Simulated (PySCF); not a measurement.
# Electronic structure of Mn²⁺ (manganese, charge +2) at the UHF level

Configuration: [Ar] 3d5, high-spin 6S determinant. Calculation: PySCF 2.14, in Sapporo-DKH3-DZP-2012 (6s5p3d1f, 43 functions); scalar relativity by spin-free X2C-1e.

```json
{
  "Total energy": "-1156.589305 hartree",
  "One-electron energy": "-1579.1349 hartree",
  "Hartree (Coulomb) energy": "473.7654 hartree",
  "Exchange energy": "-51.2199 hartree",
  "⟨S²⟩": "8.7506",
  "⟨L²⟩": "0.000",
  "Sum of ⟨r⟩": "14.85 bohr",
  "Sum of ⟨r²⟩": "15.95 bohr²",
  "Langevin diamagnetic susceptibility": "-12.6 ×10⁻⁶ cm³/mol",
  "Time after the integrals": "0.15 s of wall time on 1 thread of Neoverse-N1 (shared host)"
}
```

```json
{"shell": "1s α", "electrons": "1", "mean orbital energy (hartree)": "-243.13199", "rms radius, mean of both spins (bohr)": "0.0703"}
{"shell": "1s β", "electrons": "1", "mean orbital energy (hartree)": "-243.13191", "rms radius, mean of both spins (bohr)": "0.0703"}
{"shell": "2s α", "electrons": "1", "mean orbital energy (hartree)": "-30.23183", "rms radius, mean of both spins (bohr)": "0.302"}
{"shell": "2s β", "electrons": "1", "mean orbital energy (hartree)": "-30.09969", "rms radius, mean of both spins (bohr)": "0.302"}
{"shell": "2p α", "electrons": "3", "mean orbital energy (hartree)": "-25.59463", "rms radius, mean of both spins (bohr)": "0.273"}
{"shell": "2p β", "electrons": "3", "mean orbital energy (hartree)": "-25.46405", "rms radius, mean of both spins (bohr)": "0.273"}
{"shell": "3s α", "electrons": "1", "mean orbital energy (hartree)": "-4.72853", "rms radius, mean of both spins (bohr)": "0.917"}
{"shell": "3s β", "electrons": "1", "mean orbital energy (hartree)": "-4.31496", "rms radius, mean of both spins (bohr)": "0.917"}
{"shell": "3p α", "electrons": "3", "mean orbital energy (hartree)": "-3.38993", "rms radius, mean of both spins (bohr)": "0.987"}
{"shell": "3p β", "electrons": "3", "mean orbital energy (hartree)": "-2.88734", "rms radius, mean of both spins (bohr)": "0.987"}
{"shell": "3d α", "electrons": "5", "mean orbital energy (hartree)": "-1.27940", "rms radius, mean of both spins (bohr)": "1.25"}
```

Densities and radii are taken from the X2C orbitals without a picture-change correction, which distorts them close to the nucleus.
